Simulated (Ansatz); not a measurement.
Species: sum formula SiI₂F (charge 0, doublet). It need not be the lowest isomer of its formula. 
Structure (B3LYP-D3(BJ)/def2-TZVP (Ansatz, an electronic-structure program) minimum search):
```xyz
4

F     -0.0483     2.2943    -0.1813
Si    -0.0142     0.8883     0.5857
I     -2.0514    -0.3543    -0.0479
I      2.0634    -0.2699    -0.0760
```
Charge 0, spin multiplicity 2.

Dipole moments at this geometry, in debye (magnitudes).

```tsv
level	program	dipole (D)
revPBE/def2-TZVPD	Ansatz	0.68
BHLYP/def2-TZVPD	Ansatz	0.88
r2SCAN0/def2-TZVPD	Ansatz	0.79
HSE06/def2-TZVPD	Ansatz	0.77
wB97X-V/def2-TZVPD	Ansatz	0.75
CCSD(T)/def2-SVPD	Ansatz	(withheld)
```

Task: Complete the blanks.

Result: 
- CCSD(T)/def2-SVPD, dipole (D): 0.83
